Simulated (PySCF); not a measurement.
CH5BO. Atoms are numbered in the order given.

```xyz
8

B      0.5244     0.1352     0.0000
H      1.7152     0.2479     0.0000
C     -0.1655    -1.2724     0.0000
H      0.1596    -1.8506    -0.8713
H      0.1596    -1.8506     0.8713
H     -1.2590    -1.2457     0.0000
O     -0.1608     1.3075     0.0000
H     -1.1187     1.1970     0.0000
```
Charge 0, spin multiplicity 1.

Geometry optimised at B3LYP-D3(BJ)/def2-TZVP. Other conformers were not sampled.

The numbers are results of HF/def2-TZVPD run with PySCF, not measurements.

Symmetry labels are those of the subgroup Cs that the program uses (full group Cs).

Computed valence orbital energies around the gap with their symmetry:
```json
[
 {"orbital": "HOMO−7", "symmetry": "A'", "energy (eV)": "-25.91"},
 {"orbital": "HOMO−6", "symmetry": "A'", "energy (eV)": "-20.61"},
 {"orbital": "HOMO−5", "symmetry": "A'", "energy (eV)": "-16.91"},
 {"orbital": "HOMO−4", "symmetry": "A'", "energy (eV)": "-16.07"},
 {"orbital": "HOMO−3", "symmetry": "A\"", "energy (eV)": "-15.32"},
 {"orbital": "HOMO−2", "symmetry": "A\"", "energy (eV)": "-14.23"},
 {"orbital": "HOMO−1", "symmetry": "A'", "energy (eV)": "-14.20"},
 {"orbital": "HOMO", "symmetry": "A'", "energy (eV)": "-12.30"},
 {"orbital": "LUMO", "symmetry": "A'", "energy (eV)": "1.35"},
 {"orbital": "LUMO+1", "symmetry": "A'", "energy (eV)": "2.28"},
 {"orbital": "LUMO+2", "symmetry": "A'", "energy (eV)": "2.41"},
 {"orbital": "LUMO+3", "symmetry": "A\"", "energy (eV)": "2.84"}
]
```
